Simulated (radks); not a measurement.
Problem. Species: Zr V. Configuration: [Ar] 3d10 4p6 5p2 (not the ground configuration). Method: scalar-relativistic Kohn-Sham, OLYP, spin-unpolarised, spherical densities, finite nucleus; Fermi nuclear charge, rms radius 4.2694 fm; computed with a radial shooting solver on a logarithmic mesh with Libxc functionals. Some entries of the table are withheld. Estimate them.

| orbital | occ. | eigenvalue (eV) | <r^2> (bohr^2) | r(max) (bohr) |
|---|---|---|---|---|
| 1s | 2 | -17888.91 | 0.001853 | 0.02414 |
| 2s | 2 | -2537.928 | (1) | (2) |
| 2p | 6 | -2270.853 | 0.02454 | 0.1095 |
| 3s | 2 | (3) | 0.2398 | (4) |
| 3p | 6 | -383.0620 | 0.2470 | 0.4019 |
| 3d | 10 | -240.2464 | 0.2434 | 0.3463 |
| 4s | 0 | -111.2303 | 1.490 | 1.053 |
| 4p | 6 | -87.2604 | 1.774 | 1.131 |
| 4d | 0 | -51.8338 | (5) | 1.328 |
| 5p | 2 | (6) | 8.988 | 2.699 |
| 4f | 0 | -23.2302 | 7.294 | 2.087 |
| 6p | 0 | -16.9448 | 29.08 | 5.188 |

Solution. 
(1) 2s <r^2> (bohr^2): 0.03116
(2) 2s r(max) (bohr): 0.1370
(3) 3s eigenvalue (eV): -470.1915
(4) 3s r(max) (bohr): 0.4080
(5) 4d <r^2> (bohr^2): 2.709
(6) 5p eigenvalue (eV): -32.3895
